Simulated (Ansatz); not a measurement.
Ideal-gas functions of `[OH][Ta]([OH])([Cl])([Cl])[Cl]` at 500 K and 1 bar, from an Ansatz frequency run at PBE0-D4/def2-TZVP.

Molar mass 321.32 g/mol, point group C1 (symmetry number 1), electronic degeneracy 1, moments of inertia 390.332, 434.795, 543.832 u Å². Harmonic wavenumbers (cm⁻¹, unscaled): 50, 81, 140, 166, 173, 201, 253, 329, 342, 384, 390, 403, 428, 596, 704, 744, 3882, 3946.

Use S(trans) = R[1.5 ln M + 2.5 ln T − 1.1517]; rotational temperatures θ = 24.2544 K / I; S(rot) = R[ln(√π/σ · √(T³/θAθBθC)) + 1.5]; for each mode x = 1.438777 ν̃/T, S = R[x/(eˣ − 1) − ln(1 − e⁻ˣ)] and H = RT x/(eˣ − 1); 1 cm⁻¹ = 0.0119627 kJ/mol; R = 8.31446 J/(mol·K).

Question: By hand: the entropy, in J/(mol·K).

Answer: Translation 191.6. Rotation: θ = 0.0621, 0.0558, 0.0446 K, giving 131.2. Vibration, mode by mode: 24.44, 20.44, 15.93, 14.54, 14.20, 12.98, 11.13, 9.07, 8.78, 7.89, 7.78, 7.53, 7.09, 4.78, 3.73, 3.41, 0.00, 0.00, in all 173.7. Electronic 0.0. Sum 496.5 J/(mol·K).

Question: By hand: H − E and G − E in kJ/mol, counted from the electronic energy.

Answer: Zero-point energy ½ × 13212 × 0.0119627 = 79.0; thermal vibration 41.1; translation, rotation and pV give 4 RT = 16.6. H − E = 136.7 kJ/mol, and G − E = 136.7 − 500 × 496.5/1000 = -111.6 kJ/mol.

Vibration gives 35 % of the entropy, 60.8 J/(mol·K) of it from the modes under 150 cm⁻¹: soft modes count most, and the harmonic formula is weakest for them. The sum counts one conformer and one mirror image; others add a mixing term.
